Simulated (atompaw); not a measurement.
# u(r) = r·R(r): atom against pseudo-atom (Co (Z = 27))

Columns: radius, all-electron u(r) and pseudo u(r) of the 3s shell (level -110.96 eV) of cobalt in the configuration [Ne] 3s2 3p6 3d7 4s1 4p0; PBEsol, scalar-relativistic, PAW (atompaw) scheme, atompaw 4.2.0.5.

| r (bohr) | all-electron | pseudo |
| --- | --- | --- |
| 0.050 | 0.2595 | 0.2007 |
| 0.100 | -0.3019 | 0.3961 |
| 0.150 | -0.6381 | 0.5813 |
| 0.200 | -0.6424 | 0.7517 |
| 0.250 | -0.4209 | 0.9037 |
| 0.300 | -0.0934 | 1.0345 |
| 0.350 | 0.2538 | 1.1421 |
| 0.400 | 0.5693 | 1.2258 |
| 0.450 | 0.8285 | 1.2858 |
| 0.500 | 1.0234 | 1.3230 |
| 0.550 | 1.1562 | 1.3392 |
| 0.600 | 1.2341 | 1.3364 |
| 0.650 | 1.2665 | 1.3172 |
| 0.700 | 1.2631 | 1.2838 |
| 0.750 | 1.2327 | 1.2388 |
| 0.800 | 1.1829 | 1.1837 |
| 0.850 | 1.1201 | 1.1201 |
| 0.900 | 1.0492 | 1.0492 |
| 0.950 | 0.9742 | 0.9742 |
| 1.000 | 0.8979 | 0.8979 |
| 1.050 | 0.8225 | 0.8225 |
| 1.100 | 0.7496 | 0.7496 |
| 1.150 | 0.6800 | 0.6800 |
| 1.200 | 0.6147 | 0.6147 |
| 1.250 | 0.5537 | 0.5537 |
| 1.300 | 0.4973 | 0.4973 |

(1) How many radial nodes do the two functions have?

(2) At about which radius was the pseudo-wave matched?

(3) Where does each function peak?

(4) Is the pseudo-wave norm-conserving?

Answers

(1) The all-electron 3s function has n − l − 1 = 2; the pseudo-wave has 0, since the states of the same l below it are removed with the core.

(2) 0.85 bohr, where the columns begin to agree (steps of 0.05 bohr).

(3) Outermost all-electron maximum near 0.65 bohr, pseudo maximum near 0.55 bohr (to the table’s step).

(4) No, it belongs to a PAW set: the norm inside the radius is not constrained, and the difference is carried by the augmentation charge.
